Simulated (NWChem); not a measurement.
System: HTeOI; SMILES O[Te]I

Parts of the log:

```
             Northwest Computational Chemistry Package (NWChem) 7.3.0
             --------------------------------------------------------

 C1  symmetry detected

                             Geometry "geometry" -> ""
                             -------------------------

 Output coordinates in angstroms (scale by  1.889725989 to convert to a.u.)

  No.       Tag          Charge          X              Y              Z
 ---- ---------------- ---------- -------------- -------------- --------------
    1 Te                  52.0000     0.29761415     1.20638824     0.00219247
    2 I                   53.0000    -0.01466843    -1.48936994     0.00380238
    3 O                    8.0000    -1.59627303     1.80059281     0.06587938
    4 H                    1.0000    -1.92832463     1.79967583    -0.84256934

 Effective nuclear repulsion energy (a.u.)     732.4995148194

                                 NWChem DFT Module
                                 -----------------

 Summary of "ao basis" -> "ao basis" (spherical)
 ------------------------------------------------------------------------------
       Tag                 Description            Shells   Functions and Types
 ---------------- ------------------------------  ------  ---------------------
 Te                        def2-svpd                13       35   5s5p3d
 I                         def2-svpd                13       35   5s5p3d
 O                         def2-svpd                 9       23   4s3p2d
 H                         def2-svpd                 4        8   2s2p

            General Information
            -------------------
          SCF calculation type: DFT
          Wavefunction type:  closed shell.
          No. of atoms     :     4
          No. of electrons :    58
           Alpha electrons :    29
            Beta electrons :    29
          Charge           :     0
          Spin multiplicity:     1
          Use of symmetry is: off; symmetry adaption is: off
          Maximum number of iterations: 150
          AO basis - number of functions:   101
                     number of shells:    39
          Convergence on energy requested:  1.00D-06
          Convergence on density requested:  1.00D-05
          Convergence on gradient requested:  5.00D-04

              XC Information
              --------------
                         B3LYP Method XC Potential
                     Hartree-Fock (Exact) Exchange  0.200
                        Slater Exchange Functional  0.800 local
                    Becke 1988 Exchange Functional  0.720 non-local
              Lee-Yang-Parr Correlation Functional  0.810
                  VWN I RPA Correlation Functional  0.190 local

             Grid Information
             ----------------
          Grid used for XC integration:  medium
          Radial quadrature: Mura-Knowles
          Angular quadrature: Lebedev.
          Tag              B.-S. Rad. Rad. Pts. Rad. Cut. Ang. Pts.
          ---              ---------- --------- --------- ---------
          Te                  1.40      123          14.0       590
          I                   1.40      123          14.0       590
          O                   0.60       49          14.0       434
          H                   0.35       45          13.0       434
          Grid pruning is: on
          Number of quadrature shells:   340
          Spatial weights used:  Erf1

      Superposition of Atomic Density Guess
      -------------------------------------

 Sum of atomic energies:        -733.54184348

      Non-variational initial energy
      ------------------------------

 Total energy =    -639.096984
 1-e energy   =   -1506.888635
 2-e energy   =     657.697991
 HOMO         =      -0.212178
 LUMO         =      -0.075697

   convergence    iter        energy       DeltaE   RMS-Dens  Diis-err
 ---------------- ----- ----------------- --------- --------- ---------
 d= 0,ls=0.0,diis     1   -641.6217448544 -8.52D+02  1.83D-02  4.95D-01
 d= 0,ls=0.0,diis     2   -641.4659065702  1.56D-01  9.86D-03  1.93D+00
 d= 0,ls=0.0,diis     3   -641.6807493622 -2.15D-01  3.01D-03  7.26D-02
 d= 0,ls=0.0,diis     4   -641.6865627464 -5.81D-03  1.60D-03  1.63D-02
 d= 0,ls=0.0,diis     5   -641.6892806408 -2.72D-03  4.32D-04  1.03D-03
  Resetting Diis
 d= 0,ls=0.0,diis     6   -641.6894740636 -1.93D-04  8.48D-05  4.60D-05
 d= 0,ls=0.0,diis     7   -641.6894821241 -8.06D-06  2.62D-05  1.91D-06
 d= 0,ls=0.0,diis     8   -641.6894821113  1.28D-08  1.37D-05  2.07D-06
 d= 0,ls=0.0,diis     9   -641.6894824331 -3.22D-07  2.55D-06  1.20D-07

         Total DFT energy =     -641.689482433126
      One electron energy =    -1507.802882793862
           Coulomb energy =      708.156206392797
    Exchange-Corr. energy =      -52.136466769414
 Nuclear repulsion energy =      210.093660737353

 Numeric. integr. density =       58.000002065649

                       DFT Final Molecular Orbital Analysis
                       ------------------------------------

 Vector   27  Occ=2.000000D+00  E=-2.972738D-01
              MO Center=  3.0D-02, -7.6D-01, -1.3D-02, r^2= 3.3D+00
   Bfn.  Coefficient  Atom+Function         Bfn.  Coefficient  Atom+Function
  ----- ------------  ---------------      ----- ------------  ---------------
    49      0.522460  2 I  pz                52      0.429739  2 I  pz
    14      0.281963  1 Te pz                17      0.222033  1 Te pz
    46     -0.210552  2 I  pz                43     -0.170720  2 I  pz
    11     -0.109299  1 Te pz                77     -0.097133  3 O  pz
     8     -0.085422  1 Te pz                80     -0.055119  3 O  pz

 Vector   28  Occ=2.000000D+00  E=-2.852827D-01
              MO Center= -5.5D-02, -1.3D+00,  4.2D-03, r^2= 2.6D+00
   Bfn.  Coefficient  Atom+Function         Bfn.  Coefficient  Atom+Function
  ----- ------------  ---------------      ----- ------------  ---------------
    47      0.598478  2 I  px                50      0.500040  2 I  px
    44     -0.240377  2 I  px                41     -0.194772  2 I  px
    76     -0.112419  3 O  py                 4     -0.097289  1 Te s
    79     -0.088722  3 O  py                75      0.083783  3 O  px
    15      0.073456  1 Te px                78      0.069703  3 O  px

 Vector   29  Occ=2.000000D+00  E=-2.277246D-01
              MO Center=  1.9D-01,  5.2D-01, -1.1D-02, r^2= 4.0D+00
   Bfn.  Coefficient  Atom+Function         Bfn.  Coefficient  Atom+Function
  ----- ------------  ---------------      ----- ------------  ---------------
    14      0.552366  1 Te pz                17      0.470223  1 Te pz
    49     -0.340736  2 I  pz                52     -0.302959  2 I  pz
    11     -0.209440  1 Te pz                 8     -0.162821  1 Te pz
    46      0.134673  2 I  pz                77     -0.123212  3 O  pz
    43      0.108647  2 I  pz                94      0.084248  4 H  s

 Vector   30  Occ=0.000000D+00  E=-1.135987D-01
              MO Center=  1.7D-01,  1.5D-01, -3.9D-03, r^2= 5.6D+00
   Bfn.  Coefficient  Atom+Function         Bfn.  Coefficient  Atom+Function
  ----- ------------  ---------------      ----- ------------  ---------------
    13      0.499412  1 Te py                16      0.488573  1 Te py
    51      0.445637  2 I  py                48      0.402009  2 I  py
     3     -0.257660  1 Te s                 38      0.228663  2 I  s
    10     -0.182780  1 Te py                 4     -0.169277  1 Te s
    45     -0.157051  2 I  py                76     -0.154014  3 O  py

 Vector   31  Occ=0.000000D+00  E=-8.752789D-02
              MO Center=  4.5D-02,  1.2D+00, -6.8D-02, r^2= 4.7D+00
   Bfn.  Coefficient  Atom+Function         Bfn.  Coefficient  Atom+Function
  ----- ------------  ---------------      ----- ------------  ---------------
    15      0.596145  1 Te px                12      0.430665  1 Te px
    73      0.294285  3 O  s                 75      0.275754  3 O  px
    78      0.252136  3 O  px                 4     -0.237120  1 Te s
    18      0.216720  1 Te px                 3     -0.196606  1 Te s
    16     -0.166276  1 Te py                72      0.165474  3 O  s

 Vector   32  Occ=0.000000D+00  E=-3.149530D-03
              MO Center= -3.3D-01,  6.5D-01, -8.3D-01, r^2= 1.1D+01
   Bfn.  Coefficient  Atom+Function         Bfn.  Coefficient  Atom+Function
  ----- ------------  ---------------      ----- ------------  ---------------
     5      1.991987  1 Te s                 74     -0.869174  3 O  s
    81     -0.428262  3 O  px                15     -0.403707  1 Te px
    39     -0.355414  2 I  s                  4     -0.313524  1 Te s
    54     -0.300413  2 I  py                 3     -0.269855  1 Te s
    20     -0.227373  1 Te pz                38     -0.177124  2 I  s

     Multipole analysis of the density
     ---------------------------------

[...]

                                NWChem TDDFT Module
                                -------------------

            General Information
            -------------------
           No. of orbitals :     202
            Alpha orbitals :     101
             Beta orbitals :     101
        Alpha frozen cores :       0
         Beta frozen cores :       0
     Alpha frozen virtuals :       0
      Beta frozen virtuals :       0
         Spin multiplicity :       1
    Number of AO functions :     101
        Use of symmetry is : off
      Symmetry adaption is : off
         Schwarz screening :  0.10D-07

              XC Information
              --------------
                  B3LYP Method XC Potential
              Hartree-Fock (Exact) Exchange   0.20
                 Slater Exchange Functional   0.80 local
             Becke 1988 Exchange Functional   0.72 non-local
       Lee-Yang-Parr Correlation Functional   0.81
           VWN I RPA Correlation Functional   0.19 local

             TDDFT Information
             -----------------
          Calculation type : Tamm-Dancoff TDDFT
         Wavefunction type : Restricted singlets
          No. of electrons :      58
           Alpha electrons :      29
            Beta electrons :      29
              No. of roots :       6
          Max subspacesize :    5200
            Max iterations :     100
               Target root :       1
           Target symmetry : none
      Symmetry restriction : off
                 Algorithm : Optimal
        Davidson threshold :  0.10D-03

    6 smallest eigenvalue differences (eV)
--------------------------------------------------------
  No. Spin  Occ  Vir  Irrep   E(Occ)    E(Vir)   E(Diff)
--------------------------------------------------------
    1    1   29   30 a        -0.228    -0.114     3.106
    2    1   29   31 a        -0.228    -0.088     3.815
    3    1   28   30 a        -0.285    -0.114     4.672
    4    1   27   30 a        -0.297    -0.114     4.998
    5    1   28   31 a        -0.285    -0.088     5.381
    6    1   26   30 a        -0.321    -0.114     5.632
--------------------------------------------------------

  Entering Davidson iterations
  Restricted singlet excited states

  Iter   NTrls   NConv    DeltaV     DeltaE      Time
  ----  ------  ------  ---------  ---------  ---------
    1      6       0     0.17E+00   0.10+100       21.2
    2     12       0     0.62E-01   0.42E-01       25.1
    3     18       0     0.57E-01   0.34E-01       25.9
    4     24       0     0.71E-01   0.86E-02       25.2
    5     30       4     0.15E-01   0.14E-01       20.6
    6     32       5     0.38E-02   0.39E-03       14.5
    7     33       5     0.12E-02   0.22E-04       13.7
    8     34       5     0.42E-03   0.23E-05       13.5
    9     35       6     0.85E-04   0.19E-06       13.9
  ----  ------  ------  ---------  ---------  ---------
  Convergence criterion met

  Ground state a        -641.689482433126 a.u.

  ----------------------------------------------------------------------------
  Root   1 singlet a              0.079230139 a.u.                2.1560 eV
  ----------------------------------------------------------------------------
     Transition Moments    X  0.00226   Y  0.02172   Z -0.16231
     Dipole Oscillator Strength                    0.0014166693
     Electric Quadrupole                           0.0000000008
     Magnetic Dipole                               0.0000001020
     Total Oscillator Strength                     0.0014167721

     Occ.   29  a   ---  Virt.   30  a        0.99617
     Occ.   29  a   ---  Virt.   31  a       -0.06708
  ----------------------------------------------------------------------------
  Root   2 singlet a              0.105352939 a.u.                2.8668 eV
  ----------------------------------------------------------------------------
     Transition Moments    X  0.07875   Y -0.02406   Z  0.10943
     Dipole Oscillator Strength                    0.0013172167
     Electric Quadrupole                           0.0000000149
     Magnetic Dipole                               0.0000011324
     Total Oscillator Strength                     0.0013183639

     Occ.   29  a   ---  Virt.   30  a        0.06680
     Occ.   29  a   ---  Virt.   31  a        0.99361
  ----------------------------------------------------------------------------
  Root   3 singlet a              0.136137624 a.u.                3.7045 eV
  ----------------------------------------------------------------------------
     Transition Moments    X  0.13893   Y  0.04338   Z  0.00731
     Dipole Oscillator Strength                    0.0019272919
     Electric Quadrupole                           0.0000000057
     Magnetic Dipole                               0.0000001080
     Total Oscillator Strength                     0.0019274057

     Occ.   28  a   ---  Virt.   30  a        0.99686
  ----------------------------------------------------------------------------
  Root   4 singlet a              0.146745355 a.u.                3.9931 eV
  ----------------------------------------------------------------------------
     Transition Moments    X  0.01448   Y  0.04063   Z  0.05815
     Dipole Oscillator Strength                    0.0005128479
     Electric Quadrupole                           0.0000000242
     Magnetic Dipole                               0.0000003607
     Total Oscillator Strength                     0.0005132328

     Occ.   27  a   ---  Virt.   30  a        0.99704
  ----------------------------------------------------------------------------
  Root   5 singlet a              0.166774410 a.u.                4.5382 eV
  ----------------------------------------------------------------------------
     Transition Moments    X  0.05277   Y -0.03002   Z  0.00876
     Dipole Oscillator Strength                    0.0004183367
     Electric Quadrupole                           0.0000000211
     Magnetic Dipole                               0.0000000069
     Total Oscillator Strength                     0.0004183648

     Occ.   26  a   ---  Virt.   30  a        0.44615
     Occ.   28  a   ---  Virt.   31  a        0.89105
  ----------------------------------------------------------------------------
  Root   6 singlet a              0.174773162 a.u.                4.7558 eV
  ----------------------------------------------------------------------------
     Transition Moments    X -0.08782   Y -0.03695   Z -0.01448
     Dipole Oscillator Strength                    0.0010821275
     Electric Quadrupole                           0.0000000074
     Magnetic Dipole                               0.0000002054
     Total Oscillator Strength                     0.0010823403

     Occ.   27  a   ---  Virt.   31  a       -0.99494

              Target root =      1
          Target symmetry = none
      Ground state energy =   -641.689482433126
        Excitation energy =      0.079230139261
     Excited state energy =   -641.610252293865

  stored tddft:energy   -641.61025229386519
```

Level: B3LYP/def2-SVPD with def2 effective core potentials on Te, I, TDA. All runs use the structure optimised with PBE0/def2-SVP. No frequency run checked for a minimum. def2 effective core potentials on Te, I; no spin-orbit coupling.

Q: Reconstruct the input file.

A: This is not unique; one that fits is the input that was run:
```
start job
memory heap 200 mb stack 900 mb global 1100 mb
geometry units angstroms noautoz
  Te     0.258630     1.186461    -0.018585
  I      0.041575    -1.518460     0.011823
  O     -1.652827     1.714550     0.088176
  H     -2.007161     1.694160    -0.811585
end
basis spherical
  * library def2-svpd
end
ecp
  Te library def2-ecp
  I library def2-ecp
end
dft
  xc b3lyp
  iterations 150
end
tddft
  cis
  nroots 6
  notriplet
end
task tddft energy
```
